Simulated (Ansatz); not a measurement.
Ansatz (an electronic-structure program) input (MP2/6-311+G**): The .json file is the Basis Set Exchange's 6-311+G**.

Ansatz 0.2 input:
```yaml
crystal:
  periodic: [false, false, false]
  atoms:
    - {symbol: Al, position_ang: [-0.00653357, 0.01315504, -0.00794229]}
    - {symbol: F, position_ang: [-1.39024871, -0.84274989, -0.23757517]}
    - {symbol: F, position_ang: [0.07204872, 1.54413220, -0.58607768]}
    - {symbol: O, position_ang: [1.32366063, -0.62215038, 0.79430802]}
    - {symbol: H, position_ang: [1.35945132, -1.50625337, 1.16166128]}
basis:
  gaussian:
    orbitals: 6-311+G__.json
total_charge: 1
magnetization: {spin_polarized: true, initial_magnetization: 1}
correlation: {method: mp2, electrons: outside_noble_gas}
```

Output:

```
Functional definition: HF
integrals: 0.06 GiB planned
810 factors; integrals over basis functions are off by at most 1.3e-3 eV
mean field: 0.31 GiB planned
mean field evaluation 1: about -14036.8100 eV, gradient 5.0e1 eV
mean field evaluation 2: about -14036.8112 eV, gradient 5.0e1 eV
mean field evaluation 4: about -14044.1681 eV, gradient 1.9e0 eV
mean field evaluation 8: about -14044.1977 eV, gradient 1.4e-3 eV
mean field evaluation 16: about -14044.0577 eV, gradient 7.4e-1 eV
mean field evaluation 32: about -14044.1976 eV, gradient 1.6e-1 eV
mean field -14044.19774966 eV, -516.1147478008 hartree, gradient 2.7e-6 eV, S^2 0.755200; 4 other end points of the search recorded, 0 dependent functions left out
8 core orbitals not correlated
reference -14044.19774966 eV, -516.1147478008 hartree; 12, 11 occupied and 83, 84 virtual orbitals, 810 factors
second order -17.08434107 eV of doubles, -0.00000000 eV of singles
Total energy: -14061.28209073 eV, -516.7425857551 hartree
```

The dipole moment of an ion depends on the origin.

The geometry given is a B3LYP-D3(BJ)/def2-TZVP minimum of the species of charge 0 and multiplicity 1, not of this state.
